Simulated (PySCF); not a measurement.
**Vertical excitation energies**

[Cu(AsH3)4]+ (charge +1 and singlet state).
SMILES: `[AsH3]->[Cu+](<-[AsH3])(<-[AsH3])<-[AsH3]`

Computed with TDDFT CAM-B3LYP/def2-SVPD, vertical, gas phase, core orbitals frozen in the response (PySCF 2.14.0, density-fitted response routines). Geometry: PBE0-D3(BJ)/def2-SVP; no solvent, vibrations or thermal averaging. The CAM-B3LYP/def2-SVPD calculation is non-relativistic and has no spin–orbit coupling, an omission that weighs most on arsenic.

```
state  E (eV)  λ (nm)       f                        main configurations (H = HOMO, L = LUMO)
   S1    6.12   202.7  0.0004                        H→L/L+1/L+2 (≥50%), H-1→L/L+1/L+2 (≥25%)
   S2    6.14   201.9  0.0007                        H→L/L+1/L+2 (≥48%), H-2→L/L+1/L+2 (≥20%)
   S3    6.16   201.4  0.0009                      H-1→L/L+1/L+2 (≥42%), H-2→L/L+1/L+2 (≥28%)
   S4    6.24   198.7  0.0049  H→L/L+1/L+2 (≥21%), H-1→L/L+1/L+2 (≥18%), H-2→L/L+1/L+2 (≥14%)
   S5    6.25   198.3  0.0036                      H-2→L/L+1/L+2 (≥43%), H-1→L/L+1/L+2 (≥24%)
   S6    6.39   194.1   0.196                                 H→L/L+1/L+2 (≥56%), H→L+3 (17%)
   S7    6.40   193.8   0.218                             H-1→L/L+1/L+2 (≥60%), H-1→L+3 (10%)
   S8    6.40   193.7   0.225  H-2→L/L+1/L+2 (≥26%), H-1→L/L+1/L+2 (≥17%), H→L/L+1/L+2 (≥17%)
   S9    6.45   192.3   0.073                                            H-2→L/L+1/L+2 (≥65%)
  S10    6.54   189.6   0.014                          H→L+4 (66%), H-1→L+4 (12%), H→L+5 (8%)
  S11    6.55   189.2   0.022                       H-1→L+5 (33%), H→L+5 (24%), H-1→L+4 (18%)
  S12    6.58   188.5   0.030                       H-1→L+4 (41%), H→L+5 (26%), H-2→L+5 (20%)
  S13    6.62   187.4   0.152                         H-1→L+5 (47%), H→L+5 (22%), H→L+4 (10%)
  S14    6.64   186.8   0.128                                    H-2→L+4 (34%), H-2→L+5 (33%)
  S15    6.64   186.7   0.108                       H-2→L+4 (38%), H-2→L+5 (33%), H→L+3 (10%)
```

Triplets (Tamm–Dancoff): T1 5.64 eV, H→L/L+1/L+2 (≥42%), H-1→L/L+1/L+2 (≥16%); T2 5.67 eV, H→L/L+1/L+2 (≥25%), H-2→L/L+1/L+2 (≥19%), H→L+4 (14%); T3 5.68 eV, H-1→L/L+1/L+2 (≥32%), H-2→L/L+1/L+2 (≥14%), H-1→L+4 (11%); T4 5.76 eV, H→L/L+1/L+2 (≥37%), H-1→L/L+1/L+2 (≥15%), H→L+3 (9%).

The lowest singlet comes at 203 nm (590 kJ/mol) in the ultraviolet; it is dark (f under 0.0005); its leading configuration is HOMO→LUMO/LUMO+1/LUMO+2 (≥50%). The most intense listed level is S7/S8 at 6.40 eV (194 nm, f = 0.444 summed), 0.28 eV above S1. S7/S8 and S14/S15 lie within about 0.01 eV of each other in each set. Löwdin shares by element: HOMO (one of a set within 0.03 eV) copper 42%, arsenic 34% or more, hydrogen 4% or more (atoms not listed hold the other 20%); LUMO (one of a set within 0.03 eV) arsenic 40% or more, copper 15% (atoms not listed hold the other 45%). Orbital energies (eV): HOMO-3 -13.93, HOMO-2 -12.39, HOMO-1 -12.34, HOMO -12.32, LUMO -3.02, LUMO+1 -3.01, LUMO+2 -3.01. Of the 15 states listed, 10 reach f = 0.01 and 1 stays under 0.0005. Weighted by f, the mean energy of these states is 6.48 eV. No computed singlet lies in the visible range (380 to 750 nm); the lowest, at 203 nm, stands 2.85 eV above its violet end (3.26 eV). Orbitals of the list HOMO-3 to LUMO+2 that lie within 0.01 eV of each other are written together with a slash and their weights summed (≥ marks a lower bound); for degenerate orbitals outside that list single weights are arbitrary. Only the lowest 15 singlets were computed, as vertical energies without vibronic structure.
